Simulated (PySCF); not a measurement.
**Peak assignment**

Cartesian coordinates in Å; atom numbers follow the order of the lines, from 1:
```xyz
24

C     2.980   -0.731   -0.165
O     1.922   -0.441    0.709
C     0.900    0.377    0.171
C    -0.016    0.776    1.336
C    -1.452    0.300    1.065
C    -1.407   -1.167    0.777
C    -0.633   -1.498   -0.246
C     0.045   -0.339   -0.904
C    -1.027    0.660   -1.375
C    -1.949    1.018   -0.202
H     2.683   -1.423   -0.961
H     3.755   -1.199    0.440
H     3.380    0.183   -0.622
H     1.365    1.265   -0.290
H     0.371    0.299    2.237
H    -0.006    1.856    1.485
H    -2.094    0.537    1.915
H    -1.967   -1.868    1.373
H    -0.472   -2.504   -0.595
H     0.667   -0.644   -1.747
H    -1.594    0.208   -2.189
H    -0.534    1.551   -1.768
H    -1.954    2.095   -0.027
H    -2.975    0.709   -0.410
```

PySCF calculation with GFN2-xTB geometry and shieldings: GIAO PBE0/pcSseg-1; gas phase, no relativistic terms, one computed conformer, fast rotation and ring inversion assumed for equivalent nuclei.

δ = σ(ref) − σ, references computed at the same level: $^{13}$C, $^{1}$H against TMS.

(1) Assign these signals to the numbered atoms. $^{13}$C{$^{1}$H} NMR (computed): δ 143.1, 139.4, 84.7, 58.1, 39.7, 34.1, 33.7, 27.8, 24.0.

(2) Assign these signals to the numbered atoms. $^{1}$H NMR (500 MHz, computed): δ 6.65 (m, 1H), 6.41 (m, 1H), 3.43 (s, 3H), 3.41 (m, 1H), 2.94 (m, 1H), 2.46 (m, 1H), 1.87 (m, 1H), 1.38 (m, 1H), 1.31 (m, 1H), 1.27 (m, 1H), 1.22 (m, 1H), 1.16 (m, 1H).

## Answers

(1) 
```tsv
δ (ppm)	atoms	environment	reason
143.1	C6	alkene CH	the olefinic region
139.4	C7	alkene CH	–
84.7	C3	sp3 CH bonded to O	deshielded by the electronegative neighbour
58.1	C1	methyl carbon bonded to O	pulled downfield by the heteroatom
39.7	C4	sp3 CH2 in a ring	aliphatic region, no heteroatom directly attached
34.1	C8	allylic sp3 CH	saturated and bonded to C and H only
33.7	C5	allylic sp3 CH	–
27.8	C10	sp3 CH2 in a ring	a saturated carbon with 2 carbon neighbours and no heteroatom attached
24.0	C9	sp3 CH2 in a ring	–
```

C8 and C5 lie closer than the usual error of such a calculation, so a measured spectrum could show them in the other order.

(2) 
```tsv
δ (ppm)	atoms	environment	reason
6.65	H18	hydrogen on an alkene CH	attached to an sp2 carbon and in the plane of the double bond
6.41	H19	hydrogen on an alkene CH	–
3.43	H11/H12/H13	hydrogen on a methyl carbon bonded to O	its carbon carries O, hence the downfield position
3.41	H14	hydrogen on an sp3 CH bonded to O	its carbon carries O, hence the downfield position
2.94	H20	hydrogen on an allylic sp3 CH	allylic position
2.46	H17	hydrogen on an allylic sp3 CH	–
1.87	H16	hydrogen on an sp3 CH2 in a ring	–
1.38	H15	hydrogen on an sp3 CH2 in a ring	–
1.31	H23	hydrogen on an sp3 CH2 in a ring	–
1.27	H21	hydrogen on an sp3 CH2 in a ring	–
1.22	H22	hydrogen on an sp3 CH2 in a ring	–
1.16	H24	hydrogen on an sp3 CH2 in a ring	–
```

H11/H12/H13 and H14; H15 and H23; H23 and H21; H21 and H22; H22 and H24 lie closer than the usual error of such a calculation, so a measured spectrum could show them in the other order.

Shifts are as computed. Against solution values, carbons near 30 ppm lie about +3 ppm off and those near 130 ppm about +5 ppm. Of 1211 compounds with measured shifts, 218 miss one by over three times the rms of a fit or turn the order of signals round; such compounds aren't used in these exercises. Multiplicities follow the n + 1 count of equivalent neighbours, as no J values were calculated; m marks all less simple cases, F and P coupling included.
